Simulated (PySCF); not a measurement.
FeO: one state, many levels of theory

State: ⁵Δ (quintet), unpaired electrons σ ↑, π ↑↑, δ ↑. Set-up: PySCF, no relativity, basis sets Fe def2-TZVPP, O def2-TZVPP. De refers to Fe (3d6 4s2) + O in their high-spin ground configurations, without counterpoise correction. The functionals are run spin-unrestricted. A positive dipole means Fe(−)O(+). Levels whose curve was spin-contaminated or gave no clean fit are not listed.

| Level | Re (Å) | ωe (cm⁻¹) | De (eV) | μ (D) | CPU s a point (SCF and correlation, without the integrals) |
| --- | --- | --- | --- | --- | --- |
| ROHF | 1.690 | 841 | n/a | -9.21 | 1.6 |
| PBE | 1.603 | 920 | n/a | -4.18 | 2.3 |
| revPBE | 1.609 | 906 | n/a | -4.22 | 1.6 |
| r²SCAN | 1.589 | 949 | n/a | -4.39 | 3.6 |
| TPSSh | 1.599 | 930 | n/a | -4.73 | 5.1 |
| PBE0 | 1.598 | 919 | n/a | -5.18 | 4.1 |
| M06-2X | 1.648 | 814 | n/a | -6.16 | 4.9 |
| CAM-B3LYP | 1.596 | 940 | n/a | -5.42 | 6.3 |

The bond length runs from 1.589 Å (r²SCAN) to 1.690 Å (ROHF).

De is left out where the level can put another filling of the metal’s s and d shells below the measured ground configuration, by anything from nothing to about 1 eV. UHF is strongly spin-contaminated for FeO, so the ROHF reference used there is far from stable. With d or f electrons several states lie close, and the lowest PBE0 determinant need not be the measured ground state.

The whole job (state search and all levels along the bond) took about 14 min on 1 thread of Arm Neoverse V1 (shared host), peak memory 2.3 GiB.
